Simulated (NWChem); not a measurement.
System: C₃H₃Cl; SMILES C=C=CCl

```xyz
7

C      0.3673     2.3110     0.0000
C     -0.1628     1.1163     0.0000
C     -0.7113    -0.0708     0.0000
Cl     0.2053    -1.5444     0.0000
H      0.5983     2.8311    -0.9366
H      0.5983     2.8311     0.9366
H     -1.7946    -0.2203     0.0000
```
Atoms are numbered in this order, from 1.

All runs: NWChem. All runs use the structure optimised with PBE0/def2-SVP. GIAO values for the isolated, static molecule; σ is the absolute isotropic shielding, δ = σ(reference) − σ with the isolated reference molecule computed at the same levels (13C: tetramethylsilane, 1H: tetramethylsilane).

For level KT2/pcSseg-1:

δ C1 (ppm): 83.3
δ C2 (ppm): 209.8
δ C3 (ppm): 95.7
σ Cl4 (ppm): 763.6
δ H5 (ppm): 5.40

Question: Estimate the same quantities for level PBE0/pcSseg-1.

Answer: The δ C1 (ppm) is 90.3 and the δ C2 (ppm) comes out as 224.0. The δ C3 (ppm) is 101.5, the σ Cl4 (ppm) is 785.2 and the δ H5 (ppm) is 5.54.
